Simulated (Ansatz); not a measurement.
The cluster KBr2. Total charge 0; doublet. Geometry PBE0-D4/def2-TZVPD, that of the charge -1 singlet; atoms count from 1.

Cartesian coordinates in Å:
```
K -0.0014 0.0019 0.0042
Br -2.4247 -1.7718 -0.3327
Br 2.4260 1.7699 0.3285
```

The structure comes from a short search, and lower isomers may exist.

Question: Estimate the Mulliken populations from the PBE0/def2-TZVPD orbitals of Ansatz.

Answer: 
| atom | charge (e) | spin (α − β) |
| --- | --- | --- |
| K1 | 0.83 | -0.02 |
| Br2 | -0.41 | 0.51 |
| Br3 | -0.41 | 0.51 |
Mulliken values and Mayer orders depend strongly on the basis. With diffuse functions, as here, like atoms can get unlike values, and bond orders can come out too low or too high.

Question: Where does the spin sit?

Answer: Summed by element: K -0.02, Br 1.02, of 1 unpaired in all. Largest on single atoms: Br2 0.51, Br3 0.51, K1 -0.02.
